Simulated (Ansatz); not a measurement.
Input file:

```yaml
accuracy: low
crystal:
  lattice:
    - [0.0, 5.43, 5.43]
    - [5.43, 0.0, 5.43]
    - [5.43, 5.43, 0.0]
  atoms:
    - { symbol: Si, position: [-0.01156915, -0.00629207, 0.03009941] }
    - { symbol: Si, position: [0.10479474, 0.1459284, 0.13423925] }
    - { symbol: Si, position: [-0.02185846, -0.0260145, 0.50201059] }
    - { symbol: Si, position: [0.06301883, 0.14236966, 0.65197717] }
    - { symbol: Si, position: [-0.01088949, 0.52102892, 0.02676847] }
    - { symbol: Si, position: [0.17109754, 0.58816215, 0.13237726] }
    - { symbol: Si, position: [0.07967133, 0.45606842, 0.52492696] }
    - { symbol: Si, position: [0.16003091, 0.61481986, 0.63061827] }
    - { symbol: Si, position: [0.48461692, -0.00175471, 0.03805271] }
    - { symbol: Si, position: [0.62733935, 0.10952607, 0.1496728] }
    - { symbol: Si, position: [0.42111466, 0.0900378, 0.50444977] }
    - { symbol: Si, position: [0.60092842, 0.08832487, 0.66283352] }
    - { symbol: Si, position: [0.5457733, 0.45317796, 0.01280137] }
    - { symbol: Si, position: [0.63994439, 0.63518534, 0.06542501] }
    - { symbol: Si, position: [0.5500652, 0.49381674, 0.48172588] }
    - { symbol: Si, position: [0.69114855, 0.58039158, 0.63159245] }
    - { symbol: "N", position: [0.65300816, 0.84560727, 0.57403395], spin: 1.0 }
magnetization:
  spin_polarized: true
basis:
  ecutwfc: 420.0
kpoints:
  mp_grid: { grid: [2, 2, 2] }
hamiltonian:
  xc: pbe
  pseudopotentials: { kind: paw, azcp: { folder: soft_1 } }
scf:
  occupations: { method: fermi_dirac, width: 0.05 }
  lower_state_search: "off"
md:
  timestep: 1
  n_steps: 130
  ensemble: nve
  temperature: 2100.0
  initial_velocities: maxwell_boltzmann
  seed: 424337
```

Command:

```bash
$ ansatz run input.yaml --threads 1 --pin off --max-ram 3072MiB --backend cpu --events-out ev --progress --plain --runs-dir out
```

Hardware: 1 thread of Intel(R) Xeon(R) 6975P-C (Granite Rapids) (shared host).

Task: Roughly how long does this run take, and how much memory?

Result: 21 min, with a peak of 0.73 GiB, for 131 ionic steps.
